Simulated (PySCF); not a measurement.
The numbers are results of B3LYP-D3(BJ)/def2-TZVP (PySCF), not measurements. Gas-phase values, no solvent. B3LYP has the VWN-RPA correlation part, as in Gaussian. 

Reference species (SMILES): `C1=C[SiH2]1` (neutral, multiplicity 1).

LUMO: -0.46 eV
HOMO–LUMO gap: 6.80 eV

Changed species: `C=C=[SiH2]`.

Problem. Give the shifts of the LUMO and HOMO–LUMO gap.

Solution. the LUMO decreases by 0.80 eV, to -1.26 eV; the HOMO–LUMO gap falls by 2.00 eV, to 4.80 eV.
